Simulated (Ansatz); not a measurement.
Basis-set series for CH₅GaO₂Si, SMILES `[OH][Ga]1[O]C[SiH2]1`. The species carries charge 0 and has multiplicity 1. The structure was optimised at the PBE0-D4/def2-TZVP level. It is one conformer, not always the lowest.

```csv
functional,basis,functions,energy (Eh),HOMO (eV),LUMO (eV)
PBE0-D4,def2-SVP,117,-2404.87162,-7.27,-0.96
PBE0-D4,def2-TZVPP,253,-2405.45297,-7.38,-1.10
ωB97M-V,def2-SVP,117,-2405.25189,-9.47,0.87
ωB97M-V,def2-TZVPP,253,-2405.83854,-9.59,0.66
```

(1) Give the rows for def2-QZVPP. (Best estimate.)

## Answers

(1) The calculation gave: 
```json
{"functional": "PBE0-D4", "basis": "def2-QZVPP", "functions": "480", "energy (Eh)": "-2405.51742", "HOMO (eV)": "-7.42", "LUMO (eV)": "-1.16"}
{"functional": "ωB97M-V", "basis": "def2-QZVPP", "functions": "480", "energy (Eh)": "-2405.90041", "HOMO (eV)": "-9.63", "LUMO (eV)": "0.49"}
```

Positive LUMOs are unbound and depend on the basis. Scalar relativity is left out up to krypton.

Program: Ansatz 0.2.0.
